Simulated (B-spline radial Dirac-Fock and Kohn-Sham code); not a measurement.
**Core-level shifts of iodine with charge state**

The computed values come from a radial atomic solver: relaxed Dirac-Fock hole states (ΔSCF) with Breit and QED corrections and a finite nucleus. Each ion is free and in its tabulated ground configuration. The model has no electron correlation.

Reference: I³⁶⁺, [Ne] 3s2 3p5, with K (1s) 35227.5 eV, L1 (2s) 7175.8 eV. Shifts from it, in eV (a dash: the subshell is empty, belongs to an open shell averaged over j, or its hole state is left out as unreliable):

```tsv
ion	configuration	K (1s)	L1 (2s)
I³⁷⁺	[Ne] 3s2 3p4	+126.3	+108.2
I³⁸⁺	[Ne] 3s2 3p3	+254.5	+217.7
I³⁹⁺	[Ne] 3s2 3p2	+384.6	+328.5
I⁴⁰⁺	[Ne] 3s2 3p1	+516.6	+440.6
I⁴¹⁺	[Ne] 3s2	+650.5	+554.1
I⁴²⁺	[Ne] 3s1	–	–
I⁴³⁺	[He] 2s2 2p6	+907.2	+769.2
I⁴⁴⁺	[He] 2s2 2p5	+1224.8	+971.9
```
